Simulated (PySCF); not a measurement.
# BrTeN: from structure and modes to constants

Computed with PySCF, PBE, basis Te def2-TZVP with ECP28, N def2-TZVP, Br def2-TZVP (scalar-relativistic core potentials, no spin–orbit coupling, density fitting).

The singlet minimum has Cs symmetry. Masses (u): Te 129.90622, N 14.00307, Br 78.91834.

```xyz
3
charge 0 multiplicity 1, angstrom
Te   -0.6864    0.0000   -0.5708
N    -2.2031    0.0000    0.4443
Br    1.5205    0.0000    0.8603
```

Harmonic wavenumbers (cm⁻¹): 157.1 (a', ×1), 211.9 (a', ×1), 889.6 (a', ×1).

**Question.** What is the harmonic zero-point energy?

**Answer.** Half the sum of all 3 wavenumbers, 1259/2 = 629 cm⁻¹, which is 7.5 kJ/mol (1 cm⁻¹ = 0.0119627 kJ/mol).

**Question.** Find the vibrational entropy and heat capacity at 298.15 K.

**Answer.** With u = 1.43878 ω/T, each mode gives S = R[u/(eᵘ−1) − ln(1−e⁻ᵘ)] and C = R u² eᵘ/(eᵘ−1)².
| ω (cm⁻¹) | u | S (J/(mol K)) | C (J/(mol K)) |
| --- | --- | --- | --- |
| 157.1 | 0.758 | 10.81 | 7.93 |
| 211.9 | 1.023 | 8.48 | 7.63 |
| 889.6 | 4.293 | 0.61 | 2.15 |
The sums over all modes are S = 19.9 and C = 17.7 J/(mol K); the softest mode gives 54 % of the entropy.

Other isomers or separated fragments may lie lower.
